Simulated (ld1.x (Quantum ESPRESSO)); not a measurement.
**potassium: TM pseudisation with PBEsol, scalar-relativistic reference atom.**

Input for ld1.x (Quantum ESPRESSO) 7.5:

```
&input
   title='K', zed=19., rel=1, dft='PBESOL', iswitch=3,
   config='[Ar] 3d0 4s0 4p0',
   nld=3, rlderiv=2.55, eminld=-5.0, emaxld=5.0, deld=0.02
 /
 &inputp
   pseudotype=2, tm=.true., lloc=-1, rcloc=1.75,
   nlcc=.false.,
   file_pseudopw='K.UPF', file_wfcaegen='ae.wfc', file_wfcncgen='nc.wfc', file_beta='beta', file_chi='chi'
 /
3
3S  1  0   2.00   0.00  1.15  1.15  0.0
3P  2  1   6.00   0.00  2.10  2.10  0.0
3D  3  2   0.00   0.00  2.35  2.35  0.0
 &test
   configts(1)='3s2 3p6 3d0 4s0 4p0'
 /
```

Command:

```bash
ld1.x < K.in > K.out
```

The program printed (shortened: banner, matrices, multipoles, cross overlaps and the repeated all-electron block are left out):

```
Program LD1 v.7.5
     --------------------------- All-electron run ----------------------------

     K
     scalar relativistic calculation

     atomic number is 19.00
     dft =PBESOL   lsd =0 sic =0 latt =0  beta=0.20 tr2=1.0E-14
     Exchange-correlation= PBESOL
                           (   1   4  10   8   0   0   0)
     mesh =1165 r(mesh) = 100.03909 a.u. xmin = -7.00 dx = 0.01250
     1 Ry =  13.60569312 eV, c = 137.03599908

     n l     nl                  e(Ry)          e(Ha)          e(eV)
     1 0     1S 1( 2.00)      -258.9610      -129.4805     -3523.3439
     2 0     2S 1( 2.00)       -26.3846       -13.1923      -358.9804
     2 1     2P 1( 6.00)       -21.0221       -10.5110      -286.0199
     3 0     3S 1( 2.00)        -3.0383        -1.5191       -41.3379
     3 1     3P 1( 6.00)        -1.8249        -0.9125       -24.8293
     3 2     3D 1( 0.00)        -0.2742        -0.1371        -3.7309
     4 0     4S 1( 0.00)        -0.4460        -0.2230        -6.0686
     4 1     4P 1( 0.00)        -0.2694        -0.1347        -3.6652

     final scf error:  9.1E-15 reached in  23 iterations

     Etot =   -1202.260299 Ry,    -601.130150 Ha,  -16357.584684 eV

     Ekin =    1209.297280 Ry,     604.648640 Ha,   16453.327684 eV
     Encl =   -2854.994004 Ry,   -1427.497002 Ha,  -38844.172285 eV
     Eh   =     508.292729 Ry,     254.146365 Ha,    6915.674888 eV
     Exc  =     -64.856304 Ry,     -32.428152 Ha,    -882.414971 eV

     normalization and overlap integrals

     s(1S/1S) =  1.000000  <r> =   0.0811  <r2> =    0.0089  r(max) =   0.0533
     s(2S/2S) =  1.000000  <r> =   0.3881  <r2> =    0.1786  r(max) =   0.3184
     s(2P/2P) =  1.000000  <r> =   0.3508  <r2> =    0.1527  r(max) =   0.2640
     s(3S/3S) =  1.000000  <r> =   1.2677  <r2> =    1.8607  r(max) =   1.0704
     s(3P/3P) =  1.000000  <r> =   1.4263  <r2> =    2.4126  r(max) =   1.1538
     s(3D/3D) =  1.000000  <r> =   3.0122  <r2> =   12.1764  r(max) =   1.7648
     s(4S/4S) =  1.000000  <r> =   4.0883  <r2> =   19.0642  r(max) =   3.5098
     s(4P/4P) =  1.000000  <r> =   5.2959  <r2> =   32.3200  r(max) =   4.4507

     ------------------------ End of All-electron run ------------------------

     --------------------- Generating NC pseudopotential ---------------------

      Generating local potential from pseudized AE potential:
      Matching radius rcloc =   1.7500

      Local pseudo, rcloc= 1.743 Estimated cut-off energy=     7.89 Ry

      Wfc   3S  rcut= 1.139  Using Troullier-Martins method

      Wfc   3P  rcut= 2.076  Using Troullier-Martins method

      Wfc   3D  rcut= 2.353  Using Troullier-Martins method

     ------------------- End of pseudopotential generation -------------------

     Computing logarithmic derivative in   2.55188
     Message from routine run_pseudo:
     Warning: convergence not achieved
     Computing logarithmic derivative in   2.55188
     Computing the partial wave expansion
     R is outside the sphere for l=    0 j= 0.00
     R is outside the sphere for l=    1 j= 0.00
     R is outside the sphere for l=    2 j= 0.00

     ---------------------- Testing the pseudopotential ----------------------

     K
     scalar relativistic calculation

     atomic number is 19.00   valence charge is  9.00
     dft =PBESOL   lsd =0 sic =0 latt =0  beta=0.20 tr2=1.0E-14
     mesh =1165 r(mesh) = 100.03909 xmin = -7.00 dx = 0.01250

     n l     nl             e AE (Ry)        e PS (Ry)    De AE-PS (Ry)
     1 0     3S   1( 2.00)       -3.03828       -3.03832        0.00004
     2 1     3P   1( 6.00)       -1.82492       -1.82492        0.00000
     3 2     3D   1( 0.00)       -0.27422       -0.27422       -0.00000
     2 0     4S   1( 0.00)       -0.44603       -0.44385       -0.00218
     3 1     4P   1( 0.00)       -0.26939       -0.26994        0.00056

     eps = 3.4E-13  iter =201

     Etot =   -1202.260299 Ry,    -601.130150 Ha,  -16357.584684 eV
     Etotps =   -56.131935 Ry,     -28.065968 Ha,    -763.713885 eV

     Ekin =      20.094955 Ry,      10.047478 Ha,     273.405797 eV
     Encl =    -109.567825 Ry,     -54.783912 Ha,   -1490.746197 eV
     Ehrt =      41.581474 Ry,      20.790737 Ha,     565.744773 eV
     Ecxc =      -8.151476 Ry,      -4.075738 Ha,    -110.906486 eV
     Epseu=      -0.089064 Ry,      -0.044532 Ha,      -1.211772 eV

     ---------------------- End of pseudopotential test ----------------------
```

Generation and configuration tests took about 3.5 s on one core of a shared server CPU.

Transferability test of the new file with ld1.x, input:

```
&input
   title='K', zed=19., rel=1, dft='PBESOL', iswitch=2,
   config='[Ar] 3d0 4s0 4p0'
 /
 &test
   file_pseudo='K.UPF', nconf=8,
   configts(1)='3s2 3p6 3d0 4s0 4p0',
   configts(2)='3s2 3p6 3d0 4s1 4p0',
   configts(3)='3s2 3p6 3d0 4s0.5 4p0',
   configts(4)='3s2 3p6 3d0 4s0 4p1',
   configts(5)='3s1 3p6 3d0 4s1 4p0',
   configts(6)='3s2 3p5 3d0 4s1 4p0',
   configts(7)='3s2 3p6 3d0.5 4s0.5 4p0',
   configts(8)='3s2 3p6 3d1 4s0 4p0'
 /
```

```bash
ld1.x < K.test.in > K.test.out
```

Pseudopotential blocks of its output, shortened (energy terms left out; the distinct warnings before each block abridged to one line each):

```
     ---------------------- Testing the pseudopotential ----------------------

     n l     nl             e AE (Ry)        e PS (Ry)    De AE-PS (Ry)
     1 0     3S   1( 2.00)       -3.03828       -3.03832        0.00004
     2 1     3P   1( 6.00)       -1.82492       -1.82492        0.00000
     3 2     3D   1( 0.00)       -0.27422       -0.27422       -0.00000
     2 0     4S   1( 0.00)       -0.44603       -0.44385       -0.00218
     3 1     4P   1( 0.00)       -0.26939       -0.26994        0.00056

     eps = 9.0E-15  iter = 61

     Etot =   -1202.260299 Ry,    -601.130150 Ha,  -16357.584684 eV
     Etotps =   -56.131935 Ry,     -28.065968 Ha,    -763.713885 eV

     ---------------------- End of pseudopotential test ----------------------

          Warning: convergence not achieved
     ---------------------- Testing the pseudopotential ----------------------

     n l     nl             e AE (Ry)        e PS (Ry)    De AE-PS (Ry)
     1 0     3S   1( 2.00)       -2.59207       -2.59401        0.00194
     2 1     3P   1( 6.00)       -1.38156       -1.38336        0.00179
     3 2     3D   1( 0.00)        0.00000        0.00000        0.00000
     2 0     4S   1( 1.00)       -0.16913       -0.16875       -0.00038
     3 1     4P   1( 0.00)       -0.05841       -0.05911        0.00070

     eps = 5.2E-13  iter =201

     Etot =   -1202.570258 Ry,    -601.285129 Ha,  -16361.801890 eV
     Etotps =   -56.440860 Ry,     -28.220430 Ha,    -767.917017 eV
     dEtot_ae =      -0.309959 Ry
     dEtot_ps =      -0.308925 Ry,   Delta E=      -0.001034 Ry

     ---------------------- End of pseudopotential test ----------------------

          Warning: convergence not achieved
     ---------------------- Testing the pseudopotential ----------------------

     n l     nl             e AE (Ry)        e PS (Ry)    De AE-PS (Ry)
     1 0     3S   1( 2.00)       -2.79864       -2.79984        0.00119
     2 1     3P   1( 6.00)       -1.58723       -1.58831        0.00108
     3 2     3D   1( 0.00)       -0.10905       -0.10958        0.00054
     2 0     4S   1( 0.50)       -0.30858       -0.30763       -0.00095
     3 1     4P   1( 0.00)       -0.17176       -0.17252        0.00076

     eps = 4.4E-14  iter =201

     Etot =   -1202.451145 Ry,    -601.225572 Ha,  -16360.181272 eV
     Etotps =   -56.322061 Ry,     -28.161030 Ha,    -766.300672 eV
     dEtot_ae =      -0.190846 Ry
     dEtot_ps =      -0.190125 Ry,   Delta E=      -0.000720 Ry

     ---------------------- End of pseudopotential test ----------------------

          Warning: convergence not achieved
     ---------------------- Testing the pseudopotential ----------------------

     n l     nl             e AE (Ry)        e PS (Ry)    De AE-PS (Ry)
     1 0     3S   1( 2.00)       -2.70245       -2.70198       -0.00047
     2 1     3P   1( 6.00)       -1.49023       -1.48974       -0.00049
     3 2     3D   1( 0.00)       -0.03231       -0.03213       -0.00018
     2 0     4S   1( 0.00)       -0.21396       -0.21258       -0.00138
     3 1     4P   1( 1.00)       -0.10042       -0.10045        0.00003

     eps = 3.8E-13  iter =201

     Etot =   -1202.458727 Ry,    -601.229363 Ha,  -16360.284430 eV
     Etotps =   -56.330543 Ry,     -28.165271 Ha,    -766.416078 eV
     dEtot_ae =      -0.198428 Ry
     dEtot_ps =      -0.198608 Ry,   Delta E=       0.000180 Ry

     ---------------------- End of pseudopotential test ----------------------

          ---------------------- Testing the pseudopotential ----------------------

     n l     nl             e AE (Ry)        e PS (Ry)    De AE-PS (Ry)
     1 0     3S   1( 1.00)       -3.59287       -3.59361        0.00074
     2 1     3P   1( 6.00)       -2.34127       -2.34285        0.00158
     3 2     3D   1( 0.00)       -0.62305       -0.61556       -0.00750  !
     2 0     4S   1( 1.00)       -0.63462       -0.63213       -0.00249
     3 1     4P   1( 0.00)       -0.42465       -0.42731        0.00266

     eps = 6.9E-15  iter =168

     Etot =   -1199.490782 Ry,    -599.745391 Ha,  -16319.903484 eV
     Etotps =   -53.359653 Ry,     -26.679827 Ha,    -725.995066 eV
     dEtot_ae =       2.769517 Ry
     dEtot_ps =       2.772282 Ry,   Delta E=      -0.002765 Ry

     ---------------------- End of pseudopotential test ----------------------

          ---------------------- Testing the pseudopotential ----------------------

     n l     nl             e AE (Ry)        e PS (Ry)    De AE-PS (Ry)
     1 0     3S   1( 2.00)       -3.55298       -3.55496        0.00199
     2 1     3P   1( 5.00)       -2.30532       -2.30749        0.00217
     3 2     3D   1( 0.00)       -0.59978       -0.59505       -0.00472
     2 0     4S   1( 1.00)       -0.63110       -0.62882       -0.00228
     3 1     4P   1( 0.00)       -0.42319       -0.42571        0.00252

     eps = 7.4E-15  iter = 80

     Etot =   -1200.740419 Ry,    -600.370209 Ha,  -16336.905655 eV
     Etotps =   -54.608771 Ry,     -27.304385 Ha,    -742.990177 eV
     dEtot_ae =       1.519881 Ry
     dEtot_ps =       1.523164 Ry,   Delta E=      -0.003284 Ry

     ---------------------- End of pseudopotential test ----------------------

          Warning: convergence not achieved
     ---------------------- Testing the pseudopotential ----------------------

     n l     nl             e AE (Ry)        e PS (Ry)    De AE-PS (Ry)
     1 0     3S   1( 2.00)       -2.66786       -2.66882        0.00096
     2 1     3P   1( 6.00)       -1.45719       -1.45801        0.00081
     3 2     3D   1( 0.50)       -0.02838       -0.02850        0.00012
     2 0     4S   1( 0.50)       -0.20688       -0.20600       -0.00088
     3 1     4P   1( 0.00)       -0.09211       -0.09257        0.00046

     eps = 2.2E-13  iter =201

     Etot =   -1202.481451 Ry,    -601.240725 Ha,  -16360.593607 eV
     Etotps =   -56.352496 Ry,     -28.176248 Ha,    -766.714769 eV
     dEtot_ae =      -0.221152 Ry
     dEtot_ps =      -0.220561 Ry,   Delta E=      -0.000591 Ry

     ---------------------- End of pseudopotential test ----------------------

          ---------------------- Testing the pseudopotential ----------------------

     n l     nl             e AE (Ry)        e PS (Ry)    De AE-PS (Ry)
     1 0     3S   1( 2.00)       -2.70699       -2.70759        0.00059
     2 1     3P   1( 6.00)       -1.49676       -1.49715        0.00039
     3 2     3D   1( 1.00)       -0.04609       -0.04612        0.00003
     2 0     4S   1( 0.00)       -0.22145       -0.22018       -0.00127
     3 1     4P   1( 0.00)       -0.10806       -0.10824        0.00019

     eps = 6.8E-15  iter =122

     Etot =   -1202.393224 Ry,    -601.196612 Ha,  -16359.393222 eV
     Etotps =   -56.264844 Ry,     -28.132422 Ha,    -765.522202 eV
     dEtot_ae =      -0.132925 Ry
     dEtot_ps =      -0.132909 Ry,   Delta E=      -0.000016 Ry

     ---------------------- End of pseudopotential test ----------------------
```
